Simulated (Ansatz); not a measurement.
`C[NH][In]([F])[F]` and `[NH2][In]([F])[F]` differ in one atom or group.

Ansatz, PBE0-D4/def2-TZVP geometries, multiplicity 1. Each molecule was computed in one conformer, which needn't be the lowest.

Elements past krypton have def2 core potentials.

```
                                                                                  property  `C[NH][In]([F])[F]`
                                                        LUMO energy (PBE0/def2-TZVPP) / eV                -2.18
                                          size of the dipole moment (B3LYP/def2-TZVPP) / D                 4.13
                                                         LUMO energy (PBE/def2-TZVPP) / eV                -3.09
ideal-gas entropy at 298 K and 1 bar (rigid rotor, harmonic PBE0-D4/def2-TZVP) / J/(mol·K)                  375
                                        size of the dipole moment (ωB97M-V/def2-TZVPP) / D                 3.98
                                            size of the dipole moment (PBE/def2-TZVPP) / D                 4.04
```

Give the same properties after the change, and the shifts. (An estimate is asked.)

Ansatz gave: 
```
                                                                                  property  `[NH2][In]([F])[F]`  shift
                                                        LUMO energy (PBE0/def2-TZVPP) / eV                -2.25  -0.07
                                          size of the dipole moment (B3LYP/def2-TZVPP) / D                 3.87  -0.26
                                                         LUMO energy (PBE/def2-TZVPP) / eV                -3.17  -0.08
ideal-gas entropy at 298 K and 1 bar (rigid rotor, harmonic PBE0-D4/def2-TZVP) / J/(mol·K)                  336    -39
                                        size of the dipole moment (ωB97M-V/def2-TZVPP) / D                 3.78  -0.20
                                            size of the dipole moment (PBE/def2-TZVPP) / D                 3.76  -0.28
```

With PBE0 the HOMO falls by 0.97 eV and the LUMO falls by 0.07 eV, so the gap widens by about 0.90 eV. PBE moves the HOMO by -0.89 eV and ωB97M-V by -1.02 eV. The zero-point energy changes by -74.6 kJ/mol with -9 modes. Dipoles are sizes alone; their direction can turn.

B3LYP here is the variant with VWN-RPA as its local correlation; programs differ in this.
